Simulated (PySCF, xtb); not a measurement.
C3H9O2Si, SMILES C[Si](C)(OC)[O], multiplicity 2. One conformer was computed; it need not be the lowest.

Harmonic wavenumbers (cm⁻¹) from GFN2-xTB (xtb 6.7.1) at its own minimum, in rising order: 64, 80, 94, 130, 142, 147, 184, 213, 245, 372, 557, 606, 705, 765, 782, 804, 805, 1121, 1122, 1150, 1203, 1267, 1295, 1412, 1430, 1437, 1443, 1448, 1471, 1473, 2944, 2958, 2987, 3076, 3078, 3101, 3104, 3112, 3115.

Question: What does r2SCAN-D4/def2-SVP run with PySCF give at its own minimum? (An estimate is asked for; the answer gives what the named calculation found.)

Answer: 81, 91, 115, 134, 140, 174, 192, 238, 271, 352, 614, 671, 689, 733, 745, 785, 843, 894, 1136, 1174, 1204, 1219, 1243, 1406, 1419, 1424, 1433, 1467, 1475, 1477, 2988, 3035, 3044, 3071, 3116, 3144, 3152, 3162, 3165. Paired by order, the mean absolute difference is 32 cm⁻¹ and the zero-point energies are 73.5 and 73.9 kcal/mol.
